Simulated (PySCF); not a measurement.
## Two-component Hartree-Fock for F (fluorine, neutral)

Start: [He] 2s2 2p5; 2p1/2 filled at m_j = -1/2, +1/2; 2p3/2 filled at m_j = -1/2, +1/2, +3/2. Calculated with PySCF 2.14 in x2c-SVPall-2c: generalised Hartree-Fock with the X2C-1e Hamiltonian and a Gaussian nucleus; one run each with spin-orbit coupling (SO) switched off, then screened by Boettger's factors.

```tsv
spinor shell	electrons	ε, spin-free (eV)	ε, screened SO (eV)	weight of nominal j (screened SO)	rms radius, screened SO (bohr)
1s1/2	2	-718.17	-718.16	1.000	0.204
2s1/2	2	-41.864	-41.861	1.000	1.11
2p1/2	2	-19.687	-19.673	0.662	1.22
2p3/2	3	-19.687	-19.698	0.774	1.22
```

| quantity | spin-free | screened SO |
| --- | --- | --- |
| E (hartree) | -99.36757 | -99.36822 |
| M_J | 3/2 | 3/2 |
| ⟨J²⟩ | 3.753 | 3.753 |
| ⟨L²⟩ | 2.002 | 2.002 |
| ⟨S²⟩ | 0.752 | 0.752 |

Each row is a mean over spinors that exchange with the open shell spreads, by up to 5.228 eV (2s1/2).

Rows whose weight is well below 1 are mixtures of j = l ± 1/2: exchange outweighs spin-orbit coupling there, and the label is only the starting occupation.

Without spin-orbit coupling the j labels of p, d and f shells carry no meaning; the spin-free column gives the mean over the occupied spinors of each nl shell.
